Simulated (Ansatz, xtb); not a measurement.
Relative energy of two isomers of C3H11BOSi

Structure I is `BC[Si@@H](C)OC`, a singlet and structure II is `B[Si](C)(C)OC`, a singlet. Both are isolated molecules in the gas phase, relaxed with B3LYP-D3(BJ)/def2-SVP, each in the lowest conformer that the search found.

I (Å):

```xyz
17

C     1.1625    0.9103    0.9088
C     0.2700   -0.5678   -1.6970
C     2.1792   -2.3553    1.5997
B     0.1807    2.0415    0.5628
O     1.7169   -1.8953    0.3538
Si    0.5437   -0.7234    0.1418
H    -0.7974    2.2465    1.2442
H     0.3239    2.7022   -0.4399
H     1.2264    0.6900    1.9885
H     2.1717    1.0350    0.4809
H    -0.7012   -1.1448    0.8545
H     1.1759   -0.1829   -2.1918
H     0.0219   -1.5438   -2.1423
H    -0.5562    0.1308   -1.9084
H     2.8568   -3.2079    1.4352
H     2.7421   -1.5747    2.1462
H     1.3518   -2.6969    2.2511
```

II (Å):

| atom | x (Å) | y (Å) | z (Å) |
| --- | --- | --- | --- |
| C | 2.1363 | 1.3465 | -3.0033 |
| C | -0.4536 | 2.4296 | -1.7122 |
| C | 2.1889 | -0.2761 | 0.0993 |
| B | -0.2509 | -0.6900 | -2.5389 |
| O | 1.2829 | 0.7286 | -0.2738 |
| Si | 0.6967 | 0.9484 | -1.8383 |
| H | -0.1709 | -1.7813 | -2.0262 |
| H | -0.9257 | -0.6206 | -3.5404 |
| H | 1.7718 | 1.5830 | -4.0164 |
| H | 2.8493 | 0.5107 | -3.0888 |
| H | 2.6876 | 2.2233 | -2.6239 |
| H | -1.2915 | 2.2307 | -1.0257 |
| H | -0.8700 | 2.6862 | -2.6995 |
| H | 0.0978 | 3.3034 | -1.3288 |
| H | 3.1949 | -0.1133 | -0.3348 |
| H | 2.2939 | -0.2770 | 1.1967 |
| H | 1.8506 | -1.2850 | -0.2087 |

Problem. Estimate which is lower in electronic energy at CCSD(T)/def2-SVP + ΔMP2/def2-TZVPP, and by roughly how much.

Solution. The CCSD(T)/def2-SVP + ΔMP2/def2-TZVPP calculation puts structure I lower, by 13.0 kcal/mol.

How the difference moves with the method:

```tsv
level	geometry	E(II) − E(I) (kcal/mol)	departure from the last row (kcal/mol)	job, with rough time for the two
GFN2-xTB	GFN2-xTB	+15.3	+2.3	optimisation, 2.9 s
HF/STO-3G	GFN2-xTB	+7.9	−5.2	single point, 3.2 s
r2SCAN-D4/def2-SVP	GFN2-xTB	+14.2	+1.2	single point, 17 s
B3LYP-D3(BJ)/def2-SVP	B3LYP-D3(BJ)/def2-SVP	+13.3	+0.2	optimisation, 6.3 min
HF/def2-SVP	B3LYP-D3(BJ)/def2-SVP	+12.8	−0.2	part of the CCSD(T) run
MP2/def2-SVP	B3LYP-D3(BJ)/def2-SVP	+14.7	+1.7	part of the CCSD(T) run
CCSD(T)/def2-SVP	B3LYP-D3(BJ)/def2-SVP	+13.4	+0.3	single point
CCSD(T)/def2-SVP + ΔMP2/def2-TZVPP	B3LYP-D3(BJ)/def2-SVP	+13.0		single point, 4.5 min
```

As drawn, II has 1 B–Si, 1 C–H in place of 1 C–B, 1 Si–H.

None of the levels shown reverses the order. The largest departure from CCSD(T)/def2-SVP + ΔMP2/def2-TZVPP is that of HF/STO-3G, 5.2 kcal/mol. The last row adds to CCSD(T) the change of the MP2 difference between the two basis sets, here −0.3 kcal/mol.

With thermal terms from frequencies at re-optimised GFN2-xTB minima (ideal gas, soft modes damped towards free rotors, one conformer each, 298.15 K, 1 atm): the zero-point term adds +0.8 kcal/mol; ΔH is +14.3 and ΔG +13.3 kcal/mol.

The correlated steps freeze 10 core orbitals. Mirror images aren't counted in ΔG. Codes used: Ansatz 0.2.0, xtb 6.7.1; the last row on 2 threads of Intel(R) Xeon(R) Processor @ 2.50GHz (Skylake/Cascade Lake) on a shared host.
